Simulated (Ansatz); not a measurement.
Job for Ansatz (a quantum-chemistry and plane-wave program): U-wB97M-V/def2-TZVPP on TcS, 2S+1 = 6, a spin state set in the input, which need not be the lowest, a point of a bond scan (R = 2.116 Å). Elements past Kr take the def2 small-core potentials; no spin–orbit coupling.

Ansatz 0.2 input:
```yaml
crystal:
  periodic: [false, false, false]
  atoms:
    - {symbol: Tc, position_ang: [0.00000000, 0.00000000, 0.00000000]}
    - {symbol: S, position_ang: [0.00000000, 0.00000000, 2.11588500]}
basis:
  gaussian:
    orbitals: def2-TZVPP
    pivot_positions_ang: [[0.00000000, 0.00000000, 0.00000000], [0.00000000, 0.00000000, 2.11588500]]
hamiltonian:
  xc: {name: wB97M-V}
magnetization: {spin_polarized: true, initial_magnetization: 5}
output: {forces: true, orbitals: {seedname: ./end}}
```

The head of its log:

```
WARN ansatz: RAYON_NUM_THREADS=2 ignored (pool sized by the plan → 2); use --threads N
Functional definition: wB97M-V
integrals: 0.04 GiB planned
636 factors; their error is unknown
integrals: 0.07 GiB planned
133 factors; integrals over basis functions are off by at most 3.2e-5 eV
mean field: 0.58 GiB planned
mean field evaluation 1: about -13028.9996 eV, gradient 1.6e1 eV
mean field evaluation 2: about -13029.7350 eV, gradient 1.3e1 eV
```

Problem. What total energy does the run end on?

Solution. -478.8592 hartree.
